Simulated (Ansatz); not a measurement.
Born–Oppenheimer molecular dynamics of BClFH₄N (8 atoms, charge 0, multiplicity 1). It starts at the highest image of a converged band. Of that band: Neighbouring images differ by up to 1.4 eV, so the band resolves the path poorly. A vibrational analysis at the climbing image gives one clearly imaginary mode, 499i cm⁻¹: a first-order saddle point.

Level of theory: Ansatz 0.2.0, RKS PBE0/6-31G*.

```
ensemble                      : NVE (velocity Verlet)
time step                     : 0.5 fs
steps asked                   : 200
starting velocities drawn for : 100 K
seed                          : 4286
```

First frame:

```xyz
8
Properties=species:S:1:pos:R:3
B 0.055 0.577 -0.313
F 0.070 -0.359 1.551
N 1.177 -0.138 -0.880
H 1.830 -0.461 -0.173
H 1.708 0.445 -1.522
H -1.090 0.333 -0.538
Cl 0.273 2.261 0.405
H 0.038 0.457 2.022
```

Problem. How far do the bonds stretch over the last three quarters of this one trajectory? (Pairs bonded in most of those frames.)

Solution. 
```
  bond  mean (Å)  spread (Å)  shortest  longest
 B1–N3     1.414       0.020      1.38     1.45
 B1–H6     1.192       0.005      1.18     1.20
B1–Cl7     1.842       0.032      1.78     1.88
 F2–H8     0.940       0.005      0.93     0.95
 N3–H4     1.016       0.016      0.98     1.05
 N3–H5     1.025       0.021      0.99     1.06
```

Mean temperature of the second half: 728 K. The conserved energy stayed within 0.12 meV per atom of its start (net change 0.025 meV per atom), so the integration is sound. The kinetic energy rose, since the run started high on the potential surface and went downhill. It ends in pieces (BClH3N + FH), so much of that is their flight and rotation, not heat. A run of 0.1 ps of so small a system gives no equilibrium averages. The orbitals stay closed-shell, which can raise the energy where a bond breaks towards radicals; this wasn't checked here.

Time of the run: 4.8 min on 1 thread of Intel(R) Xeon(R) 6975P-C (Granite Rapids), with other jobs on the host, peak memory 0.16 GiB.
